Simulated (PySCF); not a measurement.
Se(H)(iPr), C3H8Se, SMILES CC(C)[SeH], singlet, CAM-B3LYP/def2-SVP optimised geometry.

```
12

Se    -1.76     0.12     0.00
H     -1.89     1.58     0.00
C      0.22     0.12     0.00
C      0.79     0.85    -1.21
C      0.68    -1.33     0.07
H      0.52     0.64     0.92
H      1.89     0.84    -1.17
H      0.47     0.36    -2.14
H      0.47     1.90    -1.24
H      0.29    -1.84     0.96
H      1.78    -1.38     0.11
H      0.35    -1.90    -0.82
```

Density from CAM-B3LYP/def2-TZVP in PySCF 2.14.0 at that geometry.

Minimum of the electron density along straight lines between bonded atoms, close to the bond critical point (lines longer than 1.1 times the sum of covalent radii, or with two minima, are not listed):

| bond | length / Å | ρ at the minimum / e bohr⁻³ | ∇²ρ there / e bohr⁻⁵ | position (fraction from the first atom) |
|---|---|---|---|---|
| Se1–H2 | 1.470 | ___ | -0.32 | 0.63 |
| Se1–C3 | 1.977 | ___ | ___ | 0.53 |
| C3–C4 | 1.521 | 0.252 | -0.64 | 0.51 |
| C3–C5 | 1.523 | 0.250 | -0.63 | 0.51 |
| C3–H6 | 1.099 | 0.280 | -0.97 | 0.65 |
| C4–H7 | 1.103 | 0.271 | -0.91 | 0.64 |
| C4–H8 | 1.100 | 0.274 | -0.93 | 0.64 |
| C4–H9 | 1.100 | 0.274 | -0.93 | 0.64 |
| C5–H10 | 1.100 | 0.274 | -0.93 | 0.64 |
| C5–H11 | 1.101 | 0.272 | -0.92 | 0.64 |
| C5–H12 | 1.101 | 0.273 | -0.92 | 0.64 |

**Question.** Complete the blanks.

**Answer.** 
- Se1–H2, ρ at the minimum / e bohr⁻³: 0.177
- Se1–C3, ρ at the minimum / e bohr⁻³: 0.145
- Se1–C3, ∇²ρ there / e bohr⁻⁵: -0.16
